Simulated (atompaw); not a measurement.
Logarithmic derivatives: I, PAW (atompaw)

| Property | Result |
| --- | --- |
| Element | I (Z = 53) |
| Generator | atompaw 4.2.0.5 |
| Type | PAW |
| Functional | LDA (PW92) |
| Relativity | scalar-relativistic |
| Frozen core | [Kr] 4d10 |
| Valence charge | 7 |
| Reference configuration | 5s2 5p3 (charge +2) |
| Partial waves | 5s (bound): rc 1.85 bohr; 5s channel at -1.45 Ry: rc 1.85 bohr; 5p (bound): rc 1.80 bohr; 5p channel at 2.35 Ry: rc 1.80 bohr; 5d channel at 0.1 Ry: rc 1.75 bohr |
| Local potential | troulliermartins scheme with l = 3 at 0 Ry, radius 1.75 bohr |
| Core correction | smooth core density matched at 1.05 bohr |
| Augmentation charge | gaussian compensation charge, radius 1.40 bohr; PAW radius 1.85 bohr; waves and projectors: custom rrkj vanderbiltortho |

The phase is arctan(r·u′/u) with u = r·R(r), unwrapped; energies in Ry, scanned from -5 to 5 Ry. A pole is an energy at which the radial function vanishes at the test radius. The pseudo phase is shifted by a multiple of π to meet the all-electron one at the reference energy, and phase errors are pseudo minus all-electron; the curves can meet again beyond the range given. Levels narrower than the energy grid can be missing from the lists of poles.

```tsv
channel	radius (bohr)	reference energy (Ry)	poles, all-electron	poles, pseudo	unbroken range about the reference energy with phases within 0.05 rad	phase error 1 Ry above the reference energy (rad)
s	1.85	-2.67	1.65	1.63	the whole range	-0.000
p	1.85	-1.82	3.83	-4.50, 3.83	above -4.4	+0.000
d	1.85	0.10	-4.91	-0.88	-0.6 to 1.2	+0.042
```

Note: ghost states, extra bound levels that the all-electron valence spectrum of the same l lacks: s at -317.0 eV, p at -61.2 eV, d at -13.6 eV. A true bound ghost makes a file unfit for plane-wave use.

Phases in the p channel:

```
E (Ry)  all-electron  pseudo
 -5.00         1.210   4.331
 -4.52         1.169   3.729
 -4.04         1.115   1.127
 -3.56         1.040   1.044
 -3.08         0.929   0.931
 -2.60         0.753   0.754
 -2.12         0.460   0.460
 -1.64        -0.002  -0.002
 -1.16        -0.516  -0.516
 -0.68        -0.885  -0.885
 -0.20        -1.107  -1.107
  0.28        -1.244  -1.244
  0.76        -1.334  -1.334
  1.24        -1.398  -1.398
  1.72        -1.446  -1.446
  2.20        -1.483  -1.483
  2.68        -1.514  -1.514
  3.16        -1.540  -1.540
  3.64        -1.563  -1.563
  4.12        -1.583  -1.583
  4.60        -1.602  -1.602
```
